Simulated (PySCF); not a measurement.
hydrogen bromide (BrH), SMILES Br. Geometry optimised at PBE0-D3(BJ)/def2-TZVPD.

These are PySCF with PBE0-D3(BJ)/def2-TZVPD values and carry that method's errors.

Harmonic wavenumbers (cm⁻¹): 2671. Rotational constants (GHz): 251.6 (linear); symmetry number 1.

**Question.** Work out the zero-point energy and the ideal-gas rigid-rotor harmonic-oscillator thermochemistry at 298.15 K and 1 atm.

**Answer.** ZPE = ½ Σ hcν = ½ × 2671 cm⁻¹ = 15.98 kJ/mol. H − E(el) = 24.65 kJ/mol. Entropy in J/(mol K): translation 163.54, rotation 34.98, vibration 0.00, total 198.51. G − E(el) = -34.53 kJ/mol. Cp = 29.10 J/(mol K).
